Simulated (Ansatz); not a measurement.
Job for Ansatz (an electronic-structure program): U-CCSD(T)/def2-TZVPPD on HNaO (SMILES [OH][Na]), a point of a bond scan (R = 0.954 Å). Files ending in .json are basis or fitting sets from the Basis Set Exchange.

Ansatz 0.2 input:
```yaml
crystal:
  periodic: [false, false, false]
  atoms:
    - {symbol: Na, position_ang: [-0.00000000, -0.00000000, -0.91728888]}
    - {symbol: O, position_ang: [0.00000000, 0.00000000, 1.01510457]}
    - {symbol: H, position_ang: [0.00000000, 0.00000000, 1.96934116]}
basis:
  gaussian:
    orbitals: def2-TZVPPD.json
correlation: {method: ccsd_t, electrons: outside_noble_gas}
scf: {omitted_lower_state_checks: [cluster_reference]}
magnetization: {spin_polarized: true, initial_magnetization: 0}
```

Output:

```
WARN ansatz: RAYON_NUM_THREADS=1 ignored (pool sized by the plan → 1); use --threads N
Functional definition: HF
these checks for a lower state are left out or cut short: cluster_reference
integrals: 0.14 GiB planned
652 factors; integrals over basis functions are off by at most 1.1e-3 eV
mean field: 0.18 GiB planned
mean field evaluation 1: about -6453.9652 eV, gradient 3.5e1 eV
mean field evaluation 2: about -6453.9653 eV, gradient 3.5e1 eV
mean field evaluation 4: about -6458.2693 eV, gradient 1.1e0 eV
mean field evaluation 8: about -6458.2777 eV, gradient 7.0e-4 eV
mean field evaluation 16: about -6456.1878 eV, gradient 1.6e-5 eV
mean field evaluation 32: about -6456.1878 eV, gradient 3.8e-5 eV
mean field -6458.27773564 eV, -237.3373292068 hartree, gradient 1.0e-6 eV, S^2 0.000000; 3 other end points of the search recorded, 0 dependent functions left out
6 core orbitals not correlated
reference -6458.27773564 eV, -237.3373292068 hartree; 4, 4 occupied and 82, 82 virtual orbitals, 652 factors
second order -7.45311205 eV of doubles, -0.00000000 eV of singles
coupled cluster: 0.37 GiB planned
cycle   1  -7.20255544 eV  change    2.5e-1 eV  update   7.6e-2
cycle   2  -7.37142229 eV  change   -1.7e-1 eV  update   2.7e-2
cycle   3  -7.42116840 eV  change   -5.0e-2 eV  update   1.3e-2
cycle   4  -7.42255811 eV  change   -1.4e-3 eV  update   4.2e-3
cycle   5  -7.41992841 eV  change    2.6e-3 eV  update   1.9e-3
cycle   6  -7.41954120 eV  change    3.9e-4 eV  update   7.5e-4
cycle   7  -7.41959384 eV  change   -5.3e-5 eV  update   2.8e-4
cycle   8  -7.41956028 eV  change    3.4e-5 eV  update   1.3e-4
cycle   9  -7.41955152 eV  change    8.8e-6 eV  update   3.7e-5
cycle  10  -7.41956493 eV  change   -1.3e-5 eV  update   1.4e-5
cycle  11  -7.41956070 eV  change    4.2e-6 eV  update   6.0e-6
perturbative correction -0.27063947 eV, -0.0099458169 hartree
Total energy: -6465.96793580 eV, -237.6199388503 hartree
Checks for a lower state left out: cluster_reference
```

The calculation finished and met its thresholds.

Cost: roughly 5 core-seconds.
